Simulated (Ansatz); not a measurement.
A nudged elastic band was laid between two geometries of CH9NSi3 (14 atoms, charge 0, multiplicity 1).

Theory: RKS B3LYP-D4/def2-SVP in Ansatz 0.2.0.

```json
{
 "movable images": "5",
 "climbing image": "yes",
 "spring": "5.0 eV/Å²",
 "optimiser": "quadratic models (default)",
 "start path": "IDPP",
 "force threshold": "0.05 eV/Å",
 "iteration limit": "60",
 "end points": "relaxed"
}
```

Initial state:

```xyz
14
Properties=species:S:1:pos:R:3
Si -1.659 1.417 1.292
Si -0.172 0.837 -0.442
N -0.410 -0.769 -1.102
C 0.755 -1.620 -0.822
Si 1.825 -0.281 0.080
H -1.313 2.750 1.875
H -3.072 1.477 0.803
H -1.591 0.393 2.378
H -0.150 1.958 -1.441
H -1.215 -1.181 -1.565
H 1.239 -2.018 -1.735
H 0.523 -2.486 -0.171
H 2.140 -0.592 1.505
H 3.088 0.085 -0.625
```

Final state:

```xyz
14
Properties=species:S:1:pos:R:3
Si -1.252 1.511 1.620
Si 0.181 0.922 -0.155
N -0.497 -0.238 -1.281
C 0.284 -1.484 -1.274
Si 1.591 -0.944 0.050
H -2.483 2.197 1.119
H -1.678 0.284 2.359
H -0.569 2.430 2.582
H 0.726 2.184 -0.759
H -1.313 -0.177 -1.882
H 0.741 -1.723 -2.254
H -0.302 -2.369 -0.960
H 1.563 -1.742 1.311
H 2.996 -0.880 -0.448
```

Question: Which bonds break or form, and what moves?

Answer: No bond is made or broken. The dihedral H6–Si1–Si2–Si5 goes from 88 to -151°.

Question: Give the energies along the band, and the barrier.

Answer: The run converged. The highest image is number 3 of 0 to 6, 4.4 kJ/mol above the ends, which have the same energy within 2 meV. A vibrational analysis at the climbing image gives one clearly imaginary mode, 88i cm⁻¹: a first-order saddle point.

```csv
image,path coordinate (Å),energy (kJ/mol),dihedral H6–Si1–Si2–Si5 (°)
0,0.00,0.0,88
1,0.78,1.0,108
2,1.57,3.3,128
3,2.35,4.4,147
4,3.14,3.3,168
5,3.93,1.1,-172
6,4.72,0.0,-151
```

Question: What is the geometry of the highest image?

Answer: 
```xyz
14
Properties=species:S:1:pos:R:3
Si -1.370 1.494 1.561
Si 0.095 0.918 -0.211
N -0.475 -0.350 -1.278
C 0.405 -1.526 -1.201
Si 1.667 -0.801 0.077
H -1.709 2.952 1.567
H -2.643 0.717 1.442
H -0.754 1.165 2.885
H 0.525 2.190 -0.884
H -1.301 -0.399 -1.866
H 0.874 -1.788 -2.169
H -0.106 -2.435 -0.828
H 1.723 -1.529 1.378
H 3.056 -0.638 -0.444
```

Question: What are the harmonic wavenumbers there?

Answer: 88i, 57, 103, 158, 338, 364, 432, 460, 471, 503, 525, 571, 648, 673, 741, 790, 822, 848, 895, 942, 948, 949, 1054, 1169, 1172, 1338, 1480, 2148, 2193, 2199, 2201, 2213, 2222, 2985, 3023, 3582 cm⁻¹.

The band took 4 iterations and about 3 core-minutes.

Time of the run: 92 s on 2 threads of Arm Neoverse V2 (shared host), peak memory 0.31 GiB.
